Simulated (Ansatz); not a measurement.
BrH3OSi2 (`[SiH3]O[Si]Br`), relaxed with RKS PBE-D4/def2-SVP in Ansatz 0.2.0 from a rough embedded geometry. The force threshold is 0.03 eV/Å; the program also tests the step.

The species carries charge 0 and has multiplicity 1.

Start:

```xyz
7

Si   -0.747   -0.177    0.657
O     0.533   -0.670   -0.200
Si    1.999   -0.087   -0.672
Br    1.831    1.007   -2.496
H    -1.395    1.034   -0.019
H    -1.817   -1.279    0.682
H    -0.402    0.173    2.048
```

Question: How much energy does the relaxation release, and in how many steps? (Estimate.)

Answer: Computed: 53.97 kJ/mol, in 22 steps, 1 of them rejected.

Question: Which bonds change most? (Estimate.)

Answer: The calculation gave: Si3–Br4 from 2.133 to 2.319 Å; Si1–O2 from 1.618 to 1.705 Å; Si1–H6 from 1.536 to 1.502 Å; Si1–H5 from 1.531 to 1.501 Å.

Question: Give the relaxed structure. (Estimate.)

Answer: Computed: 
```xyz
7

Si   -0.675   -0.022    0.665
O     0.998   -0.260    0.439
Si    2.177   -0.215   -0.742
Br    0.934    0.375   -2.609
H    -1.051    1.371    0.253
H    -1.441   -1.035   -0.135
H    -0.942   -0.214    2.128
```
